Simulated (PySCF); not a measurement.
## Carbon: a sound run and one with changed settings

Sound run: C²⁺ [He] 2s2, C³⁺ [He] 2s1. Computed with PySCF 2.14 in pcseg-2 (4s3p2d1f, 30 functions), with the non-relativistic Hamiltonian (point nucleus). In the sound run the correlated levels freeze 1s2. The sound run starts from symmetry-adapted Hartree-Fock orbitals and uses a fine grid where one is needed.

Changed run: all electrons correlated in a basis built for the valence shell.

| species | method | sound run (hartree) | changed run (hartree) | converged |
| --- | --- | --- | --- | --- |
| C²⁺ | MP2 | -36.44539 | -36.44837 | yes |
| C²⁺ | CCSD(T) | -36.47514 | -36.47756 | yes |
| C³⁺ | MP2 | n/a | -34.72144 | yes |
| C³⁺ | CCSD(T) | n/a | -34.72161 | yes |

Ionisation energy of C²⁺:

```
 method  sound run (eV)  changed run (eV)
    UHF          45.837            45.837
    MP2          46.969            46.992
SCS-MP2          47.196            47.220
   CCSD          47.779            47.778
CCSD(T)          47.779            47.782
```

A valence basis has no tight correlating functions, so it recovers only part of the core correlation, and not evenly between atom and ion.

For comparison, NIST gives 47.888 eV between the lowest levels.
